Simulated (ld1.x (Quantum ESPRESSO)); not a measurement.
**Which setting gave this result? (Ar (Z = 18), TM)**

Base potential:

* Element: argon
* Generator: ld1.x (Quantum ESPRESSO) 7.5
* Type: norm-conserving Troullier–Martins (Kleinman–Bylander form)
* Functional: PBEsol
* Relativity: scalar-relativistic
* Frozen core: [Ne]
* Valence charge: 8
* Reference configuration: 3s2 3p5 (charge +1)
* Partial waves: 3p (bound): rc 1.40 bohr; 3d channel at 0.1 Ry: rc 1.30 bohr; 3s (bound): rc 0.90 bohr
* Local potential: the s channel
* Core correction: Bessel-smoothed model core inside 0.90 bohr

Cutoffs, loose and tight: the cutoffs (Ry, on a coarse ladder) from which the occupation-weighted sum of valence levels, in a spherical-Bessel basis at the reference potential, stays within 10 and 1 mRy of its value at 400 Ry. They do not see the model core or the augmentation charge, which bear on the density cutoff. Test errors are all-electron minus pseudo excitation energies from the reference, over the configurations 3s2 3p6; 3s2 3p4; 3s2 3p3; 3s1 3p6; 3s2 3p2; 3s2 3p5.5; variants that change the core or the reference have their own tests.

Only the scale of all radii but the core radius (base = 1) is moved:

```tsv
scale of all radii but the core radius (base = 1)	bound ghosts	largest test error (meV)	median size of the test errors
0.76	not determined	+530	24.6 meV
0.85	none	+301	15.5 meV
1.06	none	+184	8.6 meV
1.14	none	+153	7.4 meV
1.2	none	+138	6.9 meV
1.33	none	+115	6.3 meV
1.38	none	+107	6.2 meV
```

Question: One more run gave bound ghosts: none; largest test error (meV): +227; median size of the test errors: 10.4 meV. Which value of the scale of all radii but the core radius (base = 1) was used?

Answer: 0.93. The median size of the test errors moves one way along this sweep, from 24.6 meV at 0.76 to 6.2 meV at 1.38, which places the run between 0.85 and 1.06.
